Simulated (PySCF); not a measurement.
## Partial charges of `N#C/C=C(/F)[SiH2]N`

C₃H₅FN₂Si.
Cartesian coordinates in Å at the GFN2-xTB level; atoms count from 1:
```xyz
12
C3H5FN2Si angstrom
N      0.8674   -2.2425   -1.4024
C      1.2164   -1.2382   -0.9683
C      1.6767   -0.0233   -0.4455
C      0.9046    0.7743    0.2978
F      1.4787    1.9053    0.7588
Si    -0.9000    0.5498    0.8711
N     -1.6991   -0.2592   -0.4093
H      2.7051    0.2300   -0.6761
H     -0.8097   -0.1180    2.1788
H     -1.4924    1.8787    0.9813
H     -2.6896   -0.4228   -0.3340
H     -1.2568   -1.0349   -0.8784
```

Density: PBE0/pcSseg-1 (PySCF); schemes: Mulliken, IAO, Hirshfeld and ESP-fitted. Geometry: GFN2-xTB, one conformer, isolated molecule.

Task: Atoms with like bonding are taken together and averaged. Do the Mulliken, IAO, Hirshfeld and ESP-fitted schemes agree on where the charge is lowest?

Result: All schemes agree: Mulliken N7 (-0.625); IAO N7 (-0.844); Hirshfeld N7 (-0.314); ESP-fitted N7 (-1.006).

Task: At which atom do the 4 schemes differ most?

Result: At N7: from -1.006 (ESP-fitted) to -0.314 e (Hirshfeld), 0.692 e apart.

Task: Do the Mulliken, IAO, Hirshfeld and ESP-fitted schemes agree on where the charge is highest?

Result: All schemes agree: Mulliken Si6 (+0.783); IAO Si6 (+0.903); Hirshfeld Si6 (+0.380); ESP-fitted Si6 (+0.653).

Task: What partial charge does each atom carry?

Result: In e; atoms taken as equivalent share a row and are averaged (×n: the atom named and its like, n in all):

```csv
atom,environment,Mulliken,IAO,Hirshfeld,ESP-fitted
N1,nitrile nitrogen,-0.267,-0.248,-0.210,-0.472
C2,nitrile carbon,+0.066,+0.141,+0.087,+0.451
C3,alkene CH carbon,-0.131,-0.247,-0.061,-0.404
C4,vinylic C–F carbon,+0.054,+0.075,+0.036,+0.133
F5,vinyl fluorine,-0.267,-0.251,-0.069,-0.156
Si6,SiH2 silicon,+0.783,+0.903,+0.380,+0.653
N7,silicon-bound nitrogen,-0.625,-0.844,-0.314,-1.006
H8,vinylic hydrogen,+0.165,+0.198,+0.075,+0.245
H9/H10,Si–H hydrogen,-0.098,-0.137,-0.076,-0.117
H11/H12,N–H hydrogen,+0.209,+0.273,+0.114,+0.395
```

Mean size of the charges over all atoms: ESP-fitted 0.379 e, IAO 0.311 e, Mulliken 0.248 e, Hirshfeld 0.134 e. Each set sums to the total charge, 0, to within 0.001 e. The Hirshfeld scheme weights the molecular density at each point by an atom's share of the summed free-atom densities. The IAO scheme counts the electrons in orthogonalised intrinsic atomic orbitals, a minimal basis polarised so that it spans the occupied orbitals exactly.

Some averages cover members that differ in this geometry: H9/H10, ESP-fitted -0.139 to -0.094; H11/H12, ESP-fitted +0.378 to +0.413; H9/H10, IAO -0.152 to -0.122 e.

Task: How many electrons does the ESP-fitted scheme count on N1?

Result: Z − q = 7 − (-0.472) = 7.472.

Task: Sum the charges by element, for elements with more than one atom.

Result: 
```tsv
element	atoms	Mulliken	IAO	Hirshfeld	ESP-fitted
N	2	-0.892	-1.092	-0.524	-1.478
C	3	-0.011	-0.031	+0.063	+0.180
H	5	+0.387	+0.471	+0.151	+0.803
```
